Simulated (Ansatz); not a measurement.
Born–Oppenheimer molecular dynamics of Cl3FGe2H4 (10 atoms, charge 0, multiplicity 1). It starts at the highest image of a converged band. Of that band: The profile has 2 maxima (images 4, 6) with wells between them (image 5): this band takes more than one step, which may be the mechanism or a detour left from its start path. A vibrational analysis at the climbing image gives one clearly imaginary mode, 166i cm⁻¹: a first-order saddle point.

These are results of RKS PBE/def2-SVP (Ansatz), not measurements.

```yaml
ensemble: NVE (velocity Verlet)
time_step: 0.5 fs
steps_asked: 200
starting_velocities_drawn_for: 100 K
seed: 9282
```

First frame:

```xyz
10
Properties=species:S:1:pos:R:3
Ge -0.340 0.067 -0.041
F 0.018 -0.616 1.917
Cl 1.838 0.438 -0.077
Ge -1.194 2.140 -1.046
H -2.666 1.891 -1.441
H -1.060 3.215 0.055
H -0.294 2.466 -2.263
Cl -0.620 -1.832 -1.035
Cl -2.465 0.019 1.379
H -1.014 -0.499 2.097
```

Q: How far do the bonds stretch over the last three quarters of this one trajectory? (Pairs bonded in most of those frames.)

A: 
| bond | mean (Å) | spread (Å) | shortest | longest |
| --- | --- | --- | --- | --- |
| Ge1–Cl3 | 2.215 | 0.018 | 2.18 | 2.24 |
| Ge1–Ge4 | 2.457 | 0.009 | 2.45 | 2.47 |
| Ge1–Cl8 | 2.164 | 0.004 | 2.16 | 2.17 |
| Ge1–Cl9 | 2.506 | 0.018 | 2.47 | 2.55 |
| F2–H10 | 1.016 | 0.027 | 0.96 | 1.07 |
| Ge4–H5 | 1.543 | 0.026 | 1.51 | 1.58 |
| Ge4–H6 | 1.546 | 0.009 | 1.53 | 1.56 |
| Ge4–H7 | 1.550 | 0.006 | 1.54 | 1.56 |

Pairs bonded in part of these frames only: Ge1–F2 54 %.

Mean temperature of the second half: 47 K. The conserved energy stayed within 0.024 meV per atom of its start (net change 0.009 meV per atom), so the integration is sound. A run of 0.1 ps of so small a system gives no equilibrium averages. The orbitals stay closed-shell, which can raise the energy where a bond breaks towards radicals; this wasn't checked here.

Time of the run: 7.1 min on 4 threads of Arm Neoverse V1 (shared host), peak memory 0.27 GiB.
